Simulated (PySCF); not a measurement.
Computed IR spectrum (relative IR intensity) of a molecule CH4N2O2Si. The structure is a stationary point at TPSSh-D3(BJ)/def2-SVP. The values are those of a single conformer. All values below come from PySCF with TPSSh-D3(BJ)/def2-SVP. Frequencies are harmonic and unscaled.

Lines under 2 % of the strongest are left out, and lines within 2 cm⁻¹ are merged.

ν (cm⁻¹): 98 (vw), 259 (m), 293 (s), 318 (m), 346 (w), 385 (m), 507 (vw), 528 (m), 656 (m), 734 (m), 792 (m), 853 (s), 883 (vs), 910 (m), 1014 (vs), 1191 (vs), 1542 (m), 2344 (s), 2362 (vs), 3575 (m), 3676 (m), 3789 (s) (against the strongest line: vs over 80 %, s over 45 %, m over 15 %, w over 4 %, vw less)

Task: Pick the molecule that these values belong to.
A. N[Si@H](O)N=C=O
B. N#CO[Si@@H](N)O
C. N[Si@@]1(O)N=CO1

Result: B, N#CO[Si@@H](N)O
